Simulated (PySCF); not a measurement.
Sn(OMe)2(SMe)2, SMILES C[O][Sn]([O]C)([S]C)[S]C (C4H12O2S2Sn), GFN2-xTB optimised geometry.

```
21

C      2.40    -0.43     1.12
O      1.58    -0.30     0.00
Sn    -0.48    -0.30     0.00
O     -0.93    -0.90    -1.91
C     -0.21    -1.84    -2.66
S     -1.35    -1.85     1.71
C     -3.15    -1.68     1.48
S     -1.49     1.93     0.00
C     -1.11     2.54    -1.67
H      2.16    -1.32     1.71
H      2.36     0.45     1.77
H      3.42    -0.54     0.74
H     -0.32    -2.85    -2.27
H      0.85    -1.59    -2.72
H     -0.64    -1.80    -3.67
H     -3.46    -0.67     1.73
H     -3.42    -1.93     0.46
H     -3.59    -2.39     2.17
H     -1.47     1.82    -2.41
H     -0.05     2.71    -1.77
H     -1.66     3.47    -1.77
```

Density from PBE0/def2-SVP, def2 effective core potentials past Kr (PySCF) at that geometry. The core electrons that the potentials of Sn replace are not part of the density.

Minimum of the electron density along straight lines between bonded atoms, close to the bond critical point (lines longer than 1.1 times the sum of covalent radii, or with two minima, are not listed):

| bond | length / Å | ρ at the minimum / e bohr⁻³ | ∇²ρ there / e bohr⁻⁵ | position (fraction from the first atom) |
|---|---|---|---|---|
| C1–O2 | 1.399 | 0.261 | -0.40 | 0.34 |
| O2–Sn3 | 2.062 | 0.090 | 0.41 | 0.49 |
| Sn3–O4 | 2.053 | 0.092 | 0.43 | 0.51 |
| O4–C5 | 1.400 | 0.260 | -0.39 | 0.66 |
| Sn3–S6 | 2.463 | 0.074 | 0.09 | 0.48 |
| S6–C7 | 1.821 | 0.175 | -0.29 | 0.54 |
| Sn3–S8 | 2.449 | 0.076 | 0.09 | 0.48 |
| S8–C9 | 1.816 | 0.176 | -0.30 | 0.55 |
| C1–H10 | 1.093 | 0.280 | -1.05 | 0.63 |
| C1–H11 | 1.093 | 0.281 | -1.05 | 0.63 |
| C1–H12 | 1.093 | 0.280 | -1.06 | 0.63 |
| C5–H13 | 1.093 | 0.280 | -1.05 | 0.63 |
| C5–H14 | 1.091 | 0.282 | -1.07 | 0.63 |
| C5–H15 | 1.093 | 0.280 | -1.05 | 0.63 |
| C7–H16 | 1.085 | 0.282 | -1.08 | 0.64 |
| C7–H17 | 1.085 | 0.282 | -1.08 | 0.64 |
| C7–H18 | 1.085 | 0.279 | -1.06 | 0.64 |
| C9–H19 | 1.084 | 0.283 | -1.10 | 0.65 |
| C9–H20 | 1.085 | 0.281 | -1.07 | 0.64 |
| C9–H21 | 1.086 | 0.279 | -1.05 | 0.64 |
